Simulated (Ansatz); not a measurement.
Two isomers of C2H4FNOSi: A = `FC1([SiH3])N=CO1`, B = `O[SiH]1C=C(F)N1`.

Computed with Ansatz on PBE0-D4/def2-TZVP structures; ΔE is electronic, products minus reactants. CCSD(T)/CBS is the MP2 limit (def2-TZVPP, def2-QZVPP) plus CCSD(T) − MP2 in def2-TZVPP, frozen cores. Functionals use def2-TZVPP. B3LYP here is the variant with VWN-RPA as its local correlation; programs differ in this. Each species was taken in one conformer, which may not be the lowest.

(1) Which isomer does CCSD(T)/CBS put lower? Give the gap. (Best estimate.)

(2) Give E(B) − E(A) in kJ/mol with PBE0-D4, ωB97M-V, B2PLYP, CCSD/def2-TZVPP, PBE-D4, B3LYP-D4, B3LYP. (Estimate.)

Largest T1 diagnostic: 0.015.

## Answers

(1) Ansatz gave: B, by 298.7 kJ/mol.

(2) Computed: PBE0-D4 -295.0, ωB97M-V -295.3, B2PLYP -295.4, CCSD/def2-TZVPP -293.0, PBE-D4 -279.2, B3LYP-D4 -291.1, B3LYP -290.7. None reverses the order clearly.

From PBE to PBE0 (25 % exact exchange), in def2-TZVPP and without D4, E(B) − E(A) moves by −15.8 kJ/mol.
